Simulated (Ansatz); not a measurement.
Gas-phase electronic energies from Ansatz, PBE0-D4/def2-TZVP geometries. CBS: MP2 limit from def2 TZ/QZ plus the TZ coupled-cluster correction, frozen cores. This one scheme is used for every species. Functionals use def2-TZVPP. For Ga outer-core shells are correlated without core-valence functions, which leaves a few kJ/mol of doubt a bond. Scalar relativity is left out up to krypton. Each species was taken in one conformer, which may not be the lowest.

Consider the ligand exchange at a Ga–O bond: `OC#C[O][GaH2]` + HCl → `[Cl][GaH2]` + `OC#CO`.

Question: Is it downhill or uphill in electronic energy at CCSD(T)/CBS, and by how much? (Estimate.)

Answer: Computed: Downhill: ΔE = -44.3 kJ/mol.

Question: What do these levels give: PBE-D4, r2SCAN-D4, PBE0-D4, PBE-QIDH, r2SCAN, r2SCANh, BHLYP, RPA@PBE/def2-TZVPP, CCSD(T)/def2-SVP, HF/def2-TZVPP, HF/def2-QZVPP, SCS-MP2/def2-QZVPP? (Estimate.)

Answer: Ansatz gave: PBE-D4 -44.7, r2SCAN-D4 -45.6, PBE0-D4 -50.5, PBE-QIDH -49.3, r2SCAN -46.3, r2SCANh -48.4, BHLYP -50.9, RPA@PBE/def2-TZVPP -37.2, CCSD(T)/def2-SVP -43.4, HF/def2-TZVPP -56.8, HF/def2-QZVPP -55.4, SCS-MP2/def2-QZVPP -41.6 kJ/mol.

Largest T1 diagnostic among the species: 0.015.

From r2SCAN to r2SCAN0 (25 % exact exchange), in def2-TZVPP and without D4, ΔE moves by −5.0 kJ/mol. Leaving LDA and LC-ωPBE aside and taking each functional with its dispersion term where it has one, the values, not all of them listed here, spread over 13.5 kJ/mol, from HSE06-D4 to BLYP-D4. LDA lies +3.8 kJ/mol from PBE without D4. The D4 term adds +3.3 kJ/mol with B3LYP and +1.9 kJ/mol with PBE0; it sums over pairs of atoms, weighted by their polarisabilities, and B3LYP, whose exchange is more repulsive, gets the larger term.

B3LYP here is the variant with VWN-RPA as its local correlation; programs differ in this.
